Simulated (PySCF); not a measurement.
NMR problem set

PySCF calculation with coordinates at the GFN2-xTB level and NMR shieldings at PBE0/pcSseg-1/GIAO; no solvent, fast rotation and ring inversion assumed for equivalent nuclei, non-relativistic, one conformer.

References, each an isolated molecule treated in the same way: ¹H (σ = 31.72 ppm), ¹³C (σ = 186.93 ppm) vs TMS. Where no couplings were computed, multiplicities follow the n + 1 count of equivalent neighbours, and m marks all less simple cases (inequivalent or close neighbours, rings, F or P nearby). Acid and N–H amide carbonyl carbons lie up to 10 ppm further downfield in solution (hydrogen bonding). Shifts are as computed. Against solution values, carbons near 30 ppm lie about +3 ppm off and those near 130 ppm about +5 ppm. Of 1211 compounds with measured shifts, 218 miss one by over three times the rms of a fit or turn the order of signals round; such compounds aren't used in these exercises. Groups on amide-type nitrogens are kept apart (slow C–N rotation). OH and NH positions are gas-phase values without hydrogen bonding to other molecules.

Q: C7H9NO. ¹H NMR (400 MHz, computed): δ 7.18 (t, 1H), 6.33 (m, 1H), 6.21 (m, 1H), 4.93 (br, 1H), 4.54 (br, 1H), 2.39 (m, 2H), 2.22 (m, 2H). ¹³C{¹H} NMR (computed): δ 168.3, 144.7, 136.9, 135.7, 129.7, 26.4, 25.3. Identify the compound.

A: `NC(=O)C1=CCCC=C1`. The formula gives 4 degrees of unsaturation (1 ring in the answer). 7 carbon signals for 7 carbons: no two carbons are equivalent. Carbon types of the structure: 2 × C, 3 × CH, 2 × CH2, leaving 2 H on heteroatoms. δC 168.3: amide carbonyl carbon; it is a carbonyl in resonance with an O or N lone pair, the region of acids, esters and amides. δC 144.7: β carbon of a C=C–C=O unit; conjugation with the carbonyl draws π density from the β position. δC 136.9: α carbon of a C=C–C=O unit; an sp2 carbon of a C=C bond. δC 135.7, 129.7: alkene CH; an sp2 carbon of a C=C bond.

The data come from this structure; uniqueness wasn't tested.

Q: C5H9NO2Si. ¹H NMR (400 MHz, computed): δ 7.47 (m, 1H), 6.63 (m, 1H), 5.44 (m, 1H), 4.64 (m, 1H), 4.63 (m, 1H), 4.54 (m, 1H), 0.78 (br s, 2H), 0.69 (br s, 1H). ¹³C{¹H} NMR (computed): δ 161.5 (C), 158.2 (CH), 147.9 (CH), 97.5 (CH2), 73.3 (CH). Identify the compound.

A: SMILES C=C1O[Si@@H](N)C=C[C@@H]1O. The formula gives 3 degrees of unsaturation (1 ring in the answer). 5 carbon signals for 5 carbons: no two carbons are equivalent. Carbon types of the structure: 1 × C, 3 × CH, 1 × CH2, leaving 4 H on heteroatoms. δC 161.5: alkene carbon bearing oxygen; an sp2 carbon further deshielded by the attached heteroatom. δC 158.2, 147.9: alkene CH; as expected for a trigonal carbon in a double bond. δC 97.5: β carbon of an enol-ether or enamine type C=C; the O or N lone pair pushes π density onto this β carbon and shields it. δC 73.3: allylic sp3 CH bonded to O; the inductive effect lowers its shielding.

The shifts were computed for this structure.
